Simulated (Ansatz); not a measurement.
Method: Ansatz (an electronic-structure program) with frozen-core CCSD(T)/def2-TZVPP // PBE0-D4/def2-TZVP.

Ansatz 0.2 input:
```yaml
crystal:
  periodic: [false, false, false]
  atoms:
    - { symbol: Cl, position_ang: [-1.5637, 1.212771, -0.056635] }
    - { symbol: Si, position_ang: [-0.047697, -0.152158, 0.010559] }
    - { symbol: Br, position_ang: [1.908046, 0.864246, -0.083151] }
    - { symbol: H, position_ang: [-0.130975, -0.882837, 1.289974] }
    - { symbol: H, position_ang: [-0.165673, -1.042021, -1.160747] }
basis:
  gaussian: { orbitals: def2-TZVPP }
correlation:
  method: ccsd_t
```

Output:

```
Functional definition: HF
972 factors; integrals over basis functions are off by at most 6.2e-4 eV
mean field evaluation 1: about -90398.7771 eV, gradient 1.6e1 eV
mean field evaluation 2: about -90398.9696 eV, gradient 1.7e1 eV
mean field evaluation 4: about -90399.9649 eV, gradient 2.0e0 eV
mean field evaluation 8: about -90399.9887 eV, gradient 1.3e-1 eV
mean field evaluation 16: about -90399.5444 eV, gradient 7.7e0 eV
mean field -90399.98875204 eV, -3322.1383113243 hartree, gradient 3.9e-6 eV, S^2 0.000000; 0 other end points of the search recorded, 0 dependent functions left out
19 core orbitals not correlated
reference -90399.98875204 eV, -3322.1383113243 hartree; 15, 15 occupied and 126, 126 virtual orbitals, 972 factors
second order -15.93445282 eV of doubles, -0.00000000 eV of singles
cycle   1  -16.45403267 eV  change   -5.2e-1 eV  update   7.5e-2
cycle   2  -16.84193533 eV  change   -3.9e-1 eV  update   2.1e-2
cycle   3  -16.88505942 eV  change   -4.3e-2 eV  update   8.8e-3
cycle   4  -16.87566972 eV  change    9.4e-3 eV  update   2.0e-3
cycle   5  -16.87605398 eV  change   -3.8e-4 eV  update   7.4e-4
cycle   6  -16.87586633 eV  change    1.9e-4 eV  update   1.9e-4
cycle   7  -16.87579265 eV  change    7.4e-5 eV  update   6.1e-5
cycle   8  -16.87582087 eV  change   -2.8e-5 eV  update   1.9e-5
perturbative correction -0.62696835 eV, -0.0230406617 hartree
Total energy: -90417.49154125 eV, -3322.7815269641 hartree
```

Cost: about 21 core-seconds (a rough figure).
